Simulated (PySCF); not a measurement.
# Shifts of the heteroatoms

Atoms are numbered as in `[CH3:1][c:2]1[n:3][cH:4][n:5][c:6]([CH:7]2[CH2:8][CH2:9]2)[n:10]1`. Each H is labelled by its parent atom. Ha(C8), Ha(C9) are cis to C6 on the ring; Hb(C8), Hb(C9) are trans to C6 on the ring.

No solvent model, one conformer, non-relativistic, one averaged value for each set of equivalent atoms. Structure optimised with GFN2-xTB; PBE0/pcSseg-1 with gauge-including orbitals; PySCF 2.14.0 with density-fitted response routines.

Where does 15N resonate?

Results:


```tsv
atoms	environment	σ (ppm)	δ (ppm)
N10	pyridine-type ring nitrogen	-40.6	-110.6
N3	pyridine-type ring nitrogen	-36.6	-114.3
N5	pyridine-type ring nitrogen	-20.8	-128.9
```

Shieldings were converted by a linear fit to measured shifts: 15N: δ = -148.07 − 0.921σ (rms 6.3 ppm, 71 shifts vs CH3NO2, solution or neat liquid). Occasional misses reach two or three times the rms, and more in compound classes unlike the fitted ones.

On a 500 MHz spectrometer 15N resonates near 50.7 MHz, so 1 ppm is 50.7 Hz.
